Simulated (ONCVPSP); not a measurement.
**vanadium (V), ONCV: configuration errors across variants**

| Property | Result |
| --- | --- |
| Element | vanadium |
| Generator | ONCVPSP 4.0.1 |
| Type | optimised norm-conserving Vanderbilt (ONCV) |
| Functional | Wu-Cohen |
| Relativity | scalar-relativistic |
| Frozen core | [Ne] |
| Valence charge | 13 |
| Reference configuration | 3s2 3p6 3d2 (charge +3) |
| Partial waves | 3s: rc 1.50 bohr, ncon 3, nbas 6, qcut 8.6 1/bohr, 2 projectors, debl 3.8 Ha; 3p: rc 1.35 bohr, ncon 3, nbas 7, qcut 12 1/bohr, 3 projectors, debl 3.1 Ha; 3d: rc 2.20 bohr, ncon 4, nbas 9, qcut 7.9 1/bohr, 2 projectors, debl 3.9 Ha; f scattering state at 0.36 Ha: rc 1.75 bohr, ncon 4, nbas 8, qcut 6.7 1/bohr, 2 projectors, debl 2 Ha |
| Local potential | polynomial inside 1.30 bohr (lpopt 5, dvloc0 3 Ha) |
| Core correction | Teter function, fcfact 5, rcfact 1.4 |

In the s channel the program set the typed energies aside and used -3.808, 0.250 Ha.

All-electron excitation energies from the reference (eV): (1) 3s2 3p6 3d3 4s2 -50.794; (2) 3s2 3p6 3d3 4s1 -43.035; (3) 3s2 3p6 3d3 -28.881; (4) 3s1 3p6 3d3 4s2 26.465.

Errors AE − PS in meV (a dash: test not solved or not reliable):

```tsv
change	(1)	(2)	(3)	(4)	bound ghosts	GHOST(+) flags above zero
base	+115	+157	+217	-378	none	none
s: rc 1.06; local potential polynomial inside 1.06 bohr (lpopt 5, dvloc0 3 Ha)	+114	+157	+218	-283	none	none
s: rc 1.28; local potential polynomial inside 1.28 bohr (lpopt 5, dvloc0 3 Ha)	+113	+156	+217	-329	none	none
s: rc 1.46	+114	+157	+217	-373	none	none
s: rc 1.92	+122	+162	+218	-528	none	none
s: rc 2.1	+131	+169	+218	-574	none	none
```

Question: Give the same row for: s: rc 1.78.

Answer: +119, +161, +217, -493; bound ghosts: none; GHOST(+) flags above zero: none.
